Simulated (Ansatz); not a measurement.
Relaxation of the cluster Sc2N2 with RKS r2SCAN-D4/def2-SVP.

```sh
$ ansatz run in.yaml --threads 4 --pin off --events-out ev --progress --plain --max-ram 3916MiB
```

```yaml
crystal:
  periodic: [false, false, false]
  atoms:
    - {symbol: Sc, position_ang: [0.916780, 0.599550, 0.832550]}
    - {symbol: Sc, position_ang: [-1.189750, -0.058800, -0.682820]}
    - {symbol: N, position_ang: [0.672250, 0.365800, -1.419590]}
    - {symbol: N, position_ang: [-0.399270, -0.906550, 1.269860]}
basis:
  gaussian: {orbitals: def2-SVP}
hamiltonian: {xc: r2scan, dispersion: d4}
scf: {omitted_lower_state_checks: [starts]}
output: {orbitals: {seedname: orbitals}}
relax: {f_tol: 0.02, max_steps: 100}
```

It took 15 s on 4 threads of Arm Neoverse V2 on a shared host.

Positions (Å) and forces (eV/Å) at steps 1, 2, 3, 4, 6 of 6:

```xyz
4
step=1 energy=-44365.9760 eV
Sc    0.917    0.600    0.833   -0.994   -3.265   -1.782
Sc   -1.190   -0.059   -0.683    3.438   -1.611    0.438
N     0.672    0.366   -1.420   -3.117    0.443    4.476
N    -0.399   -0.907    1.270    0.673    4.433   -3.132
4
step=2 energy=-44368.2741 eV
Sc    0.964    0.507    0.765    0.017   -1.446   -1.162
Sc   -1.136   -0.168   -0.672    1.330   -1.208    0.423
N     0.593    0.413   -1.248   -1.426    0.272    2.861
N    -0.421   -0.753    1.155    0.078    2.382   -2.122
4
step=3 energy=-44369.0800 eV
Sc    1.046    0.451    0.714    0.613   -0.357    0.153
Sc   -1.133   -0.280   -0.668   -0.123   -0.591   -0.374
N     0.531    0.445   -1.066    0.047    0.807   -0.580
N    -0.444   -0.616    1.020   -0.537    0.141    0.800
4
step=4 energy=-44369.2182 eV
Sc    1.093    0.367    0.695    0.016   -0.002    0.009
Sc   -1.094   -0.365   -0.695   -0.011   -0.009   -0.013
N     0.501    0.545   -1.075   -0.068   -0.064    0.135
N    -0.500   -0.547    1.075    0.062    0.075   -0.132
4
step=6 energy=-44369.2195 eV
Sc    1.096    0.367    0.697   -0.007   -0.003   -0.005
Sc   -1.096   -0.367   -0.697    0.008    0.002    0.004
N     0.498    0.543   -1.069    0.000    0.001   -0.001
N    -0.498   -0.543    1.069   -0.001    0.000    0.002
```

The structure comes from a short search, and lower isomers may exist.
